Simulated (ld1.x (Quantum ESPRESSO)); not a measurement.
# Scattering properties, TM potential for vanadium (V)

ld1.x (Quantum ESPRESSO) 7.5 input, shortened:

```
&input
   title='V', zed=23., rel=1, dft='PZ', iswitch=3,
   config='[Ar] 3d3 4s0 4p0'
 /
 &inputp
   pseudotype=2, tm=.true., lloc=-1, rcloc=1.75,
   nlcc=.true., new_core_ps=.true.
 /
3
4S  1  0   0.00   0.00  2.30  2.30  0.0
4P  2  1   0.00   0.00  2.35  2.35  0.0
3D  3  2   3.00   0.00  1.85  1.85  0.0
 &test
   configts(1)='3d3 4s0 4p0'
 /
```

The phase is arctan(r·u′/u) with u = r·R(r), unwrapped; energies in Ry, scanned from -4 to 5 Ry. A pole is an energy at which the radial function vanishes at the test radius. The pseudo phase is shifted by a multiple of π to meet the all-electron one at the reference energy, and phase errors are pseudo minus all-electron; the curves can meet again beyond the range given. Levels narrower than the energy grid can be missing from the lists of poles.

```json
{"channel": "s", "radius (bohr)": "2.54", "reference energy (Ry)": "-1.31", "poles, all-electron": "1.14", "poles, pseudo": "-2.10, 1.16", "unbroken range about the reference energy with phases within 0.05 rad": "-1.9 to 3.3", "phase error 1 Ry above the reference energy (rad)": "+0.008"}
{"channel": "p", "radius (bohr)": "2.54", "reference energy (Ry)": "-0.95", "poles, all-electron": "2.10", "poles, pseudo": "0.38, 3.80", "unbroken range about the reference energy with phases within 0.05 rad": "-4.0 to -0.6", "phase error 1 Ry above the reference energy (rad)": "-0.193"}
{"channel": "d", "radius (bohr)": "2.54", "reference energy (Ry)": "-1.59", "poles, all-electron": "-1.36, 3.57", "poles, pseudo": "-1.36, 4.15", "unbroken range about the reference energy with phases within 0.05 rad": "below 0.1", "phase error 1 Ry above the reference energy (rad)": "+0.009"}
```

Note: ghost state, extra bound levels that the all-electron valence spectrum of the same l lacks: s at -28.9 eV. A true bound ghost makes a file unfit for plane-wave use.

Phases in the s channel:

| E (Ry) | all-electron | pseudo |
| --- | --- | --- |
| -4.00 | 1.297 | 4.426 |
| -3.52 | 1.258 | 4.385 |
| -3.04 | 1.200 | 4.321 |
| -2.56 | 1.104 | 4.205 |
| -2.08 | 0.913 | 1.204 |
| -1.60 | 0.422 | 0.432 |
| -1.12 | -0.572 | -0.569 |
| -0.64 | -1.140 | -1.132 |
| -0.16 | -1.358 | -1.351 |
| 0.32 | -1.466 | -1.461 |
| 0.80 | -1.534 | -1.531 |
| 1.28 | -1.584 | -1.583 |
| 1.76 | -1.625 | -1.627 |
| 2.24 | -1.663 | -1.672 |
| 2.72 | -1.704 | -1.723 |
| 3.20 | -1.753 | -1.795 |
| 3.68 | -1.819 | -1.920 |
| 4.16 | -1.925 | -2.234 |
| 4.64 | -2.135 | -3.322 |
